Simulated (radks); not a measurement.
Results of a calculation; reference values are marked as such.
Problem. These are the eigenvalues of the occupied orbitals of an atom or ion with whole-number occupations (eV). Level of theory: non-relativistic Kohn-Sham, LDA (Slater exchange, Perdew-Wang correlation), spin-unpolarised, spherical densities, point nucleus (a radial shooting solver on a logarithmic mesh with Libxc functionals).

1s: -56495.85
2s: -10352.42
2p: -9960.191
3s: -3373.374
3p: -3197.643
3d: -2874.131
4s: -1580.962
4p: -1505.958

Which element is it, and in what charge state? The configuration may be excited.

Solution. Z = 69, thulium, charge +35: Tm35+ in [Ar] 3d10 4s2 4p4. The list shows which subshells hold electrons but not how many an open one holds; the 1s level, -2076.2 hartree, gives Z - s = 64.4 by -(Z - s)^2/2, which with screening narrows Z to a few neighbours, and the depths of the outer levels then fix element, charge and occupations together.
